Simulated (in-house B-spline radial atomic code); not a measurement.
A calculation on Re III (Re2+): its settings, and results tabulated from the run. Computed with a B-spline radial code for spherical atoms: Dirac-Kohn-Sham LDA VWN5, spherical fractional occupations, Fermi nucleus of rms radius 5.3698 fm, inside a hard spherical wall at 3.04 bohr.

Command:
```bash
python run_scf.py task.json out
```
Settings (nuclear radius in fm, mass in u):
```
Z                75
configuration    [Kr] 4d10 4f14 5s2 5p5 5d6
hamiltonian      dirac
method           lda,vwn
spin_polarised   False
nucleus          fermi
rms_radius       5.3698
atomic_mass      186.95575
speed_of_light   137.035999084
wall_radius      3.04
```

Output (hartree, bohr):
```
 radial grid: 60 intervals, B-splines of order 8, outer radius 3.04 bohr

 iter        energy (Eh)    residual
    1      -16701.134377    5.46e-01
    2      -16700.692321    2.32e-01
    3      -16701.868245    1.17e-01
    4      -16702.034934    2.90e-02
    5      -16702.006528    5.18e-02
    6      -16702.052686    1.06e-03
    7      -16702.052718    3.00e-04
    8      -16702.052721    9.63e-06
    9      -16702.052721    5.12e-07

 total energy                    -16702.05272
 kinetic                           18876.9578
 electron-nucleus                 -41759.0572
 Hartree                            6503.1331
 exchange-correlation               -323.0865

 first-order corrections (not in the total)
   Gaunt                            20.1609
   retardation                      -2.1388
   frequency dependence             -0.3519
   self-energy                      14.7356
   Uehling                          -2.8080
   Wichmann-Kroll                    0.1138

 orbital      occ     eigenvalue          <r>       <r^2>       <1/r>     <1/r^2>     <1/r^3>       r_max    small
 1s1/2      2.000     -2626.9887    0.0180524 0.000448664     88.6393     18990.4           -     0.01125  8.01e-02
 2s1/2      2.000      -455.5461    0.0756387   0.0068274     21.6155     2603.59           -     0.06477  1.82e-02
 2p1/2      2.000      -436.1650    0.0624837  0.00486246     21.5943     823.434           -     0.04803  1.83e-02
 2p3/2      4.000      -383.3160    0.0705548  0.00606006      18.037     444.486     17093.9     0.05497  1.65e-02
 3s1/2      2.000      -105.7480     0.197109   0.0445604     7.93337     586.626           -      0.1824  6.00e-03
 3p1/2      2.000       -97.0489     0.187069   0.0408026     7.85425     188.709           -      0.1706  5.95e-03
 3p3/2      4.000       -85.5761     0.202021   0.0473627     6.93164     103.334      3890.2      0.1849  5.43e-03
 3d3/2      4.000       -70.8667     0.176556   0.0366176     6.82897     58.4636     673.853      0.1445  5.32e-03
 3d5/2      6.000       -68.3741     0.181145   0.0384143     6.61259     54.0277     570.325      0.1484  5.17e-03
 4s1/2      2.000       -22.3594     0.440791    0.219633     3.34223     147.641           -      0.4133  1.99e-03
 4p1/2      2.000       -18.7266     0.445142    0.225831     3.23412     46.4894           -      0.4125  1.91e-03
 4p3/2      4.000       -16.0416     0.478842    0.260969     2.91053     25.4866     910.677      0.4425  1.70e-03
 4d3/2      4.000       -10.0545     0.493668    0.282581     2.69912     13.2711     138.865      0.4382  1.50e-03
 4d5/2      6.000        -9.5583     0.505123    0.295669     2.62226     12.2226     114.962      0.4477  1.45e-03
 4f5/2      6.000        -2.0147     0.576504    0.413186     2.17944     6.03474     21.5761      0.4137  1.05e-03
 4f7/2      8.000        -1.9224     0.585336    0.426395      2.1477     5.85559     20.5409      0.4187  1.03e-03
 5s1/2      2.000        -3.5422      1.03798     1.21011     1.30561     27.3853           -      0.9384  4.57e-04
 5p1/2      1.667        -2.4417      1.13387     1.44994     1.17815     7.67088           -       1.003  3.80e-04
 5p3/2      3.333        -2.0348       1.2275     1.69278     1.06722     4.20931     135.787       1.088  3.26e-04
 5d3/2      2.400        -0.5492      1.49864     2.49047    0.837156     1.60796     13.3997       1.355  2.06e-04
 5d5/2      3.600        -0.5020      1.52143     2.56061    0.821082     1.50342     11.1607       1.389  2.00e-04
```

Cost of the run: 0.8 s on 1 thread of x86-64 server CPU, with other jobs on the host.

For the Dirac Hamiltonian the kinetic term is c α·p + (β - 1)c².
